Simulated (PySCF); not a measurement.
Species: C6H16N2.
Atom-mapped SMILES: `[CH3:1][CH2:2][C@@:3]([CH3:4])([NH2:5])[CH2:6][CH2:7][NH2:8]` (hydrogens: H9, H10, H11 on C1; H12, H13 on C2; H14, H15, H16 on C4; H17, H18 on N5; H19, H20 on C6; H21, H22 on C7; H23, H24 on N8)

Computed geometry: GFN2-xTB, gas phase.

Q: What internal coordinates does the optimisation give?

A: 
```json
{"bond": "C1–C2", "length (Å)": "1.526"}
{"bond": "C2–C3", "length (Å)": "1.540"}
{"bond": "C3–C4", "length (Å)": "1.540"}
{"bond": "C3–N5", "length (Å)": "1.463"}
{"bond": "C3–C6", "length (Å)": "1.544"}
{"bond": "C6–C7", "length (Å)": "1.539"}
{"bond": "C7–N8", "length (Å)": "1.450"}
{"bond": "C1–H9, C1–H10, C1–H11", "length (Å)": "1.087"}
{"bond": "C2–H12", "length (Å)": "1.092"}
{"bond": "C2–H13", "length (Å)": "1.091"}
{"bond": "C4–H14, C4–H15, C4–H16", "length (Å)": "1.088"}
{"bond": "N5–H17, N5–H18", "length (Å)": "1.015"}
{"bond": "C6–H19", "length (Å)": "1.095"}
{"bond": "C6–H20", "length (Å)": "1.092"}
{"bond": "C7–H21", "length (Å)": "1.095"}
{"bond": "C7–H22", "length (Å)": "1.092"}
{"bond": "N8–H23, N8–H24", "length (Å)": "1.016"}
```

Bonds in one row agree within 0.01 Å and their mean is given. A selection of angles:
```json
{"angle": "C2–C1–H9", "degrees": "111.5"}
{"angle": "C2–C1–H11", "degrees": "109.3"}
{"angle": "H9–C1–H10", "degrees": "108.8"}
{"angle": "H9–C1–H11", "degrees": "107.9"}
{"angle": "C1–C2–C3", "degrees": "115.4"}
{"angle": "C1–C2–H12", "degrees": "108.6"}
{"angle": "C1–C2–H13", "degrees": "108.4"}
{"angle": "C3–C2–H12", "degrees": "108.5"}
{"angle": "C3–C2–H13", "degrees": "107.6"}
{"angle": "H12–C2–H13", "degrees": "108.1"}
{"angle": "C2–C3–C4", "degrees": "110.9"}
{"angle": "C2–C3–N5", "degrees": "108.2"}
{"angle": "C2–C3–C6", "degrees": "110.3"}
{"angle": "C4–C3–N5", "degrees": "111.6"}
{"angle": "C4–C3–C6", "degrees": "107.6"}
{"angle": "N5–C3–C6", "degrees": "108.2"}
{"angle": "C3–C4–H14", "degrees": "110.8"}
{"angle": "C3–C4–H16", "degrees": "110.1"}
{"angle": "H14–C4–H15", "degrees": "108.8"}
{"angle": "H14–C4–H16", "degrees": "108.1"}
{"angle": "C3–N5–H17", "degrees": "110.2"}
{"angle": "H17–N5–H18", "degrees": "107.5"}
{"angle": "C3–C6–C7", "degrees": "116.0"}
{"angle": "C3–C6–H19", "degrees": "108.1"}
{"angle": "C3–C6–H20", "degrees": "108.4"}
{"angle": "C7–C6–H19", "degrees": "108.3"}
{"angle": "C7–C6–H20", "degrees": "108.3"}
{"angle": "H19–C6–H20", "degrees": "107.6"}
{"angle": "C6–C7–N8", "degrees": "116.0"}
{"angle": "C6–C7–H21", "degrees": "108.0"}
{"angle": "C6–C7–H22", "degrees": "109.8"}
{"angle": "N8–C7–H21", "degrees": "107.7"}
{"angle": "N8–C7–H22", "degrees": "107.6"}
{"angle": "H21–C7–H22", "degrees": "107.4"}
{"angle": "C7–N8–H23", "degrees": "109.7"}
{"angle": "H23–N8–H24", "degrees": "106.5"}
{"angle": "H18–N5–C3", "degrees": "110.1"}
{"angle": "H24–N8–C7", "degrees": "108.8"}
```

Dihedral angles: C1–C2–C3–C4 -48° (synclinal); C2–C3–C6–C7 -54° (synclinal); C3–C6–C7–N8 -62° (synclinal).

H24 on N8 lies 2.21 Å from N5, 5 bonds away (angle at H 124°; Bondi radii sum to 2.75 Å). N8 (primary amine nitrogen) is pyramidal (angles 109.7°, 108.8° and 106.5°, sum 324.9°, 0.40 Å off the plane of its three neighbours). N5 (primary amine nitrogen) is pyramidal (angles 110.2°, 110.1° and 107.5°, sum 327.8°, 0.38 Å off the plane of its three neighbours). Of the pairs four or more bonds apart, those above aside, H10···H17 is among the closest relative to their van der Waals radii: 2.21 Å, 92 % of the sum of Bondi's values.

Point group: C1 (no symmetry element, even within 0.4 Å). No frequency check. The numbers are those of one conformer (C1–C2–C3–C4 -48°, C2–C3–N5–H -59° and -177°, C2–C3–C6–C7 -54°, C3–C6–C7–N8 -62°, C6–C7–N8–H -61° and 55°).
